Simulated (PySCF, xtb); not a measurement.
CH5F2NOSi, SMILES N([Si](F)(O)F)C. The values are those of a single conformer.

Harmonic wavenumbers (cm⁻¹) from GFN2-xTB run with xtb at its own minimum, in rising order: 69, 129, 151, 172, 222, 234, 277, 285, 376, 507, 734, 791, 877, 914, 991, 1073, 1113, 1175, 1376, 1423, 1485, 1498, 2938, 2978, 3041, 3464, 3684.

What does r2SCAN-D4/def2-SVP (PySCF) give at its own minimum? (An estimate is asked for; the answer gives what the named calculation found.)

71, 136, 159, 219, 278, 326, 346, 357, 430, 470, 728, 790, 903, 969, 990, 1094, 1142, 1160, 1400, 1446, 1470, 1503, 3002, 3078, 3126, 3606, 3896. Paired by order, the mean absolute difference is 47 cm⁻¹ and the zero-point energies are 45.7 and 47.3 kcal/mol.
